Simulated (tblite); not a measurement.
Species: C₃H₆N₂Si.
Cartesian coordinates in Å at the GFN2-xTB level; atoms count from 1:
```xyz
12
C3H6N2Si angstrom
C      1.9278   -0.0493   -0.2737
C      0.9943    0.3742    0.8077
N     -0.2335    0.1568    0.8925
Si    -1.4595   -0.6273   -0.0063
C     -2.5985    0.7949   -0.4210
N     -3.3131    1.6456   -0.6976
H      2.3791    0.8344   -0.7233
H      1.4107   -0.6231   -1.0379
H      2.7327   -0.6461    0.1539
H      1.4583    0.9441    1.6169
H     -1.1893   -1.2905   -1.2908
H     -2.1078   -1.5144    0.9534
```

Computed values, GFN2-xTB/tblite, gas phase, harmonic and unscaled. Against measured fundamentals such values can be off by several per cent, at times by over 20. Modes of hydrogen on silicon can be 10 to 20 % off. One conformer, not necessarily the lowest.

Harmonic wavenumbers (cm⁻¹): 34.5, 103.8, 127.3, 171.0, 263.7, 288.5, 356.3, 490.8, 532.4, 595.6, 621.1, 715.5, 766.6, 789.5, 796.4, 984.7, 1010.1, 1107.0, 1332.4, 1373.8, 1452.6, 1457.9, 1780.6, 2187.4, 2299.7, 2365.4, 2913.4, 3007.1, 3019.0, 3055.1.

A = 6484, B = 1436, C = 1341 MHz; mass 98.030 u (most abundant isotopes); point group C1, symmetry number 1.

**Question.** Zero-point energy?

**Answer.** ½Σν̃ = 18000 cm⁻¹ = 215.32 kJ/mol.

**Question.** Give the ideal-gas entropy at 298.15 K and 1 bar in the rigid-rotor, harmonic-oscillator model (classical rotation).

**Answer.** Translation 166.04, rotation 115.67, vibration 92.12: S = 373.8 J/(mol K).

**Question.** And Cp and H(298.15 K) − H(0)?

**Answer.** Cp = 123.37 J/(mol K), of which vibrations give 90.11 (their classical limit is 30 R = 249.4); H(298.15 K) − H(0) = 24.02 kJ/mol without the zero-point energy, 14.11 from vibrations.

**Question.** How do the functions run with temperature in this model?

**Answer.** 
| T (K) | S (J/(mol K)) | Cp (J/(mol K)) | H − H(0) (kJ/mol) | G − H(0) (kJ/mol) | ln q(vib) |
| --- | --- | --- | --- | --- | --- |
| 100 | 274.3 | 67.1 | 4.97 | -22.46 | 1.50 |
| 200 | 330.1 | 96.8 | 13.18 | -52.83 | 3.49 |
| 300 | 374.6 | 123.8 | 24.25 | -88.12 | 5.42 |
| 500 | 448.1 | 164.7 | 53.38 | -170.67 | 9.10 |
| 800 | 534.8 | 204.0 | 109.16 | -318.65 | 14.08 |
| 1000 | 582.3 | 221.6 | 151.82 | -430.46 | 17.05 |

q(vib) and H(0) count from the zero-point level.

**Question.** Blend soft modes into free rotors: weight 1/[1 + (100 cm⁻¹/ν̃)⁴] for the oscillator and the rest for a rotor with moment μB/(μ + B), μ = h/(8π²ν), B = 10⁻⁴⁴ kg m². What vibrational entropy results?

**Answer.** 83.85 J/(mol K) in place of 92.12, which changes −T·S at 298.15 K by +2.46 kJ/mol.

**Question.** Which modes carry the vibrational entropy at 298.15 K?

**Answer.** 34.5 cm⁻¹: 23.23; 103.8 cm⁻¹: 14.15; 127.3 cm⁻¹: 12.50; 171.0 cm⁻¹: 10.14; 263.7 cm⁻¹: 6.85; 288.5 cm⁻¹: 6.20 J/(mol K); the other 24 give 19.04 together.

Hindered rotation and anharmonicity are outside this model. Other conformers, if any are populated, would add a mixing term that is left out. The structure is chiral; the term R ln 2 for an equal mix with its mirror image is left out.

On one thread of an Arm Neoverse N1 (shared host), this took 0.46 s. This covers the Hessian and the dipole derivatives.
